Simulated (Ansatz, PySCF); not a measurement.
Gas-phase reaction (SMILES): O=S(F)F + 3 [H][H] (H2) → 2 F (HF) + O (H2O) + S (H2S); energy of full hydrogenation.

Each molecule is optimised on its own at B3LYP-D3(BJ)/def2-TZVP (Ansatz, a first-principles code). Correlated levels leave the core frozen unless marked. No spin-orbit coupling. Non-relativistic. CBS(X,Y): correlation extrapolated as X^-3; Hartree-Fock from the larger set. The bracket is a focal-point correction in the basis named. Thermal terms are rigid-rotor harmonic-oscillator values from B3LYP-D3(BJ) frequencies (PySCF) at 298.15 K and 1 atm. 1 Eh = 627.5095 kcal/mol.

| species | E, RI-MP2/CBS(aug-cc-pV(T+d)Z,aug-cc-pV(Q+d)Z)+[CCSD(T)-MP2]/aug-cc-pV(T+d)Z (Ansatz) (Eh) | E, PBE/def2-TZVPD (Ansatz) (Eh) | H - E (Eh) | G - E (Eh) |
|---|---|---|---|---|
| O=S(F)F | -672.50849 | -672.82131 | 0.01421 | -0.01760 |
| [H][H] (H2) | -1.17524 | -1.16589 | 0.01336 | -0.00144 |
| F (HF) | -100.39388 | -100.39521 | 0.01259 | -0.00713 |
| O (H2O) | -76.37791 | -76.38111 | 0.02495 | 0.00353 |
| S (H2S) | -398.97028 | -399.22829 | 0.01881 | -0.00454 |

### Question
Work out ΔE and ΔH, ΔG, ΔS and the equilibrium constant at 298.15 K at the first level, then ΔH at the second.

### Answer

1. ΔE = [2×(-100.39388) + (-76.37791) + (-398.97028)] - [(-672.50849) + 3×(-1.17524)] = -0.10174 Eh = -63.8 kcal/mol at RI-MP2/CBS(aug-cc-pV(T+d)Z,aug-cc-pV(Q+d)Z)+[CCSD(T)-MP2]/aug-cc-pV(T+d)Z.
2. The terms H - E add up to 0.01465 Eh, so ΔH = (-0.10174 + (0.01465))×627.5095 = -54.6 kcal/mol.
3. The terms G - E add up to 0.00665 Eh, so ΔG = -59.7 kcal/mol, and ΔS = (0.01465 - (0.00665))×627509.5/298.15 = 16.8 cal/(mol K).
4. log10 K = -ΔG/(RT ln 10) = 43.8, with RT ln 10 = 1.3642 kcal/mol.
5. At PBE/def2-TZVPD the same steps give ΔE = -50.7 and ΔH = -41.5 kcal/mol, a shift of +13.1 from the first level.
6. These values are not checked against measurement here, since the tables used lack a sound gas-phase enthalpy of formation for at least one species.
